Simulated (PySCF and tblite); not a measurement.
The numbers below are computed, except where a source is named.
C6H7FOS, numbered as in [CH2:1]=[C:2]([S:3][CH3:4])[C:5](=[O:6])/[CH:7]=[CH:8]\[F:9]: conformational analysis

Geometries GFN2-xTB; weights from PBE0-D3(BJ)/pcSseg-1 energies and GFN2-xTB thermal corrections, with symmetry numbers and mirror pairs. Conformers within 2.5 kcal/mol (GFN2-xTB free energy) were kept, 4 at most. GIAO shieldings: PBE0/pcSseg-1. Shifts are against TMS (¹H), TMS (¹³C), CFCl3 (¹⁹F) at the same level; of two unlike H on one atom, a is the less shielded. Programs: PySCF with density fitting and tblite.

Torsions listed: C1–C2–S3–C4, S3–C2–C5–O6, O6–C5–C7–C8. Of a mirror pair one member is shown.

```csv
conformer,shape,symmetry,E(GFN2) kcal/mol,E(DFT) kcal/mol,G(298.15 K) kcal/mol,weight %,dipole D
1,"135°, 144°, -8°",C1 (pair),1.42,0.00,0.00,84.2,2.78
2,"-2°, 141°, 137°",C1 (pair),0.00,0.98,1.42,7.6,2.96
3,"160°, -40°, 143°",C1 (pair),0.53,1.22,1.65,5.2,3.07
4,"147°, 125°, 148°",C1 (pair),1.32,1.87,1.99,2.9,2.52
```

Weights (%) against temperature:

| T (K) | 1 | 2 | 3 | 4 | S(mix) cal/mol/K |
| --- | --- | --- | --- | --- | --- |
| 250 | 88.8 | 5.9 | 3.7 | 1.7 | 2.30 |
| 298.15 | 84.2 | 7.6 | 5.2 | 2.9 | 2.57 |
| 350 | 79.6 | 9.2 | 6.8 | 4.3 | 2.81 |

Averaged shifts at 298.15 K. ¹H: 7.02 (H8, 1H), 6.73 (H7, 1H), 6.40 (H1a, 1H), 5.95 (H1b, 1H), 2.18 (H4, 3H) ppm. ¹³C: 191.3 (C5), 169.9 (C8), 157.5 (C2), 130.9 (C1), 115.4 (C7), 21.6 (C4) ppm. ¹⁹F: -85.7 (F9) ppm.

Coordinates of conformer 1 (Å):

```xyz
16

C     0.040   -1.753   -1.908
C     0.181   -0.981   -0.835
S     1.413   -1.338    0.392
C     2.097    0.331    0.648
C    -0.742    0.167   -0.598
O    -1.119    0.868   -1.507
C    -1.178    0.316    0.807
C    -1.908    1.328    1.268
F    -2.297    2.355    0.528
H    -0.741   -1.554   -2.622
H     0.675   -2.605   -2.081
H     1.355    0.981    1.103
H     2.946    0.210    1.313
H     2.424    0.730   -0.307
H    -0.898   -0.468    1.494
H    -2.241    1.422    2.294
```

Coordinates of conformer 2 (Å):

```xyz
16

C     1.276    1.183    0.621
C     0.157    0.473    0.500
S     0.022   -1.285    0.548
C     1.745   -1.812    0.740
C    -1.151    1.170    0.348
O    -1.400    2.194    0.940
C    -2.134    0.552   -0.576
C    -1.845    0.046   -1.766
F    -0.607   -0.002   -2.263
H     1.220    2.257    0.590
H     2.253    0.748    0.729
H     1.721   -2.896    0.780
H     2.151   -1.415    1.666
H     2.323   -1.484   -0.119
H    -3.169    0.626   -0.282
H    -2.570   -0.346   -2.466
```

The minima are those of GFN2-xTB; planar forms about aryl–S or allylic bonds may be saddles in DFT. Unscaled ¹⁹F shifts at such levels can be off by tens of ppm; differences between conformers or isomers are more reliable. Shifts are unscaled: against experiment ¹³C can be off by 15 ppm or more and ¹H by 0.8 ppm.

Search and properties took 100 s on 1 thread of Arm Neoverse V2 (shared host) (rough), launched as `OMP_NUM_THREADS=1 python ens_run.py task.json out`.


Conformer gaps in pcSseg-1 on xTB geometries can be 2 kcal/mol off for S=O, P=O and other polar bonds.